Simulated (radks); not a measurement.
A nucleus of charge 51.6 with 51 electrons, 51 electrons, occupied as [Kr] 4d10 5s2 5p3.

Method: Dirac Kohn-Sham, PBE, spin-unpolarised, spherical densities, finite nucleus; open shells fill j = l - 1/2 first; Fermi nuclear charge, rms radius 4.6802 fm; computed with a radial shooting solver on a logarithmic mesh with Libxc functionals.

Energy parts (hartree):
part                        energy
total                  -6670.08113
kinetic                 7047.40511
electron-nucleus      -16191.37246
Hartree                 2647.61304
exchange-correlation    -173.72681

Orbitals (lengths in bohr, moments of r in powers of bohr; <r^-3> diverges for s and p1/2; r(max) is where P^2 peaks):
| orbital | occ. | eigenvalue (hartree) | <r^4> | r(max) | <r^-3> | small-component weight |
|---|---|---|---|---|---|---|
| 1s1/2 | 2 | -1142.057 | 2.970e-06 | 0.01810 | - | 3.60e-02 |
| 2s1/2 | 2 | -174.6967 | 0.0005099 | 0.1024 | - | 7.67e-03 |
| 2p1/2 | 2 | -163.5966 | 0.0003270 | 0.07869 | - | 7.69e-03 |
| 2p3/2 | 4 | -153.8495 | 0.0003886 | 0.08336 | 4780 | 7.32e-03 |
| 3s1/2 | 2 | -34.70638 | 0.02233 | 0.2957 | - | 2.25e-03 |
| 3p1/2 | 2 | -30.15236 | 0.02146 | 0.2821 | - | 2.19e-03 |
| 3p3/2 | 4 | -28.34287 | 0.02454 | 0.2926 | 905.9 | 2.09e-03 |
| 3d3/2 | 4 | -20.30625 | 0.02043 | 0.2387 | 143.7 | 1.97e-03 |
| 3d5/2 | 6 | -19.92879 | 0.02131 | 0.2417 | 133.5 | 1.94e-03 |
| 4s1/2 | 2 | -5.98210 | 0.6830 | 0.7099 | - | 6.25e-04 |
| 4p1/2 | 2 | -4.42702 | 0.8769 | 0.7314 | - | 5.63e-04 |
| 4p3/2 | 4 | -4.08715 | 1.010 | 0.7557 | 170.2 | 5.32e-04 |
| 4d3/2 | 4 | -1.61564 | 2.327 | 0.8200 | 19.71 | 3.88e-04 |
| 4d5/2 | 6 | -1.56511 | 2.456 | 0.8289 | 18.11 | 3.80e-04 |
| 5s1/2 | 2 | -0.68912 | 39.35 | 1.825 | - | 9.68e-05 |
| 5p1/2 | 2 | -0.37814 | 93.67 | 2.135 | - | 6.45e-05 |
| 5p3/2 | 1 | -0.34920 | 111.2 | 2.225 | 14.33 | 5.92e-05 |

The highest occupied level is 5p3/2 at -9.502 eV. The electron density at the nucleus is 2.205e+05 e/bohr^3.
